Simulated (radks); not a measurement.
The numbers below are computed, except where a source is named.
Q: Neutral bismuth, [Hg] 6p3. Code: a radial shooting solver on a logarithmic mesh with Libxc functionals. Model: non-relativistic Kohn-Sham, exchange-only LDA, spin-polarised, spherical densities, point nucleus. Every spin shell is full or empty, so the densities are truly spherical. Functionals are evaluated on that one density, not self-consistently. Rank these orbital-free kinetic functionals by their error against the exact value of the orbitals, and give that value: Thomas-Fermi, von Weizsacker, TF + vW/9, TF + vW/5, LC94, APBEK, revAPBEK, Perdew 92, Thakkar, Pearson, LKT, PG1, DePristo-Kress, Ernzerhof.

A: Exact: 20081.8 hartree. From best to worst, with 100 (|E| - |E exact|)/|E exact| (equal figures are ties): LC94 +0.03, APBEK +0.05, revAPBEK +0.18, DePristo-Kress -0.19, Ernzerhof -0.47, Perdew 92 -0.66, TF + vW/9 -0.67, Thakkar -0.79, Pearson -0.82, TF + vW/5 +2.43, Thomas-Fermi -4.55, PG1 +12.22, LKT +15.68, von Weizsacker -65.06.
